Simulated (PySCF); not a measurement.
# Relaxation of singlet SeO2I2

Level of theory: PBE0 in PySCF with Se def2-SVP, O def2-SVP, I def2-SVP with ECP28; scalar-relativistic core potentials, no spin–orbit coupling; density-fitted integrals. A (50,194) grid was used.

A hand-made tetrahedral start, of C2v symmetry, held to at least that symmetry:

```xyz
5
charge 0 multiplicity 1, angstrom
Se    0.0000    0.0000   -0.9147
O     0.0000    1.3391   -1.8615
O     0.0000   -1.3391   -1.8615
I     2.0332    0.0000    0.5227
I    -2.0332    0.0000    0.5227
```

Optimiser trace:
```
step  E − E(last) (kJ/mol)  largest gradient (Eh/bohr)
   0                 31.88                     0.09173
   1                  1.35                     0.00786
   2                  0.27                     0.00505
   3                  0.03                     0.00057
   4                  0.01                     0.00041
   5                  0.00                     0.00008
```

It ends at C2v with Se–I 2.583 Å (×2), Se–O 1.596 Å (×2); I–Se–I 102.7°, I–Se–O 107.8° (×4), O–Se–O 121.4° (after a last refinement on a finer grid). A frequency run shows a minimum.

Final geometry:
Z-matrix (Å, degrees; charge 0 multiplicity 1):
```
Se
O  1 1.5962
O  1 1.5962 2 121.41
I  1 2.5828 2 107.79 3 124.87
I  1 2.5828 2 107.79 3 -124.87
```
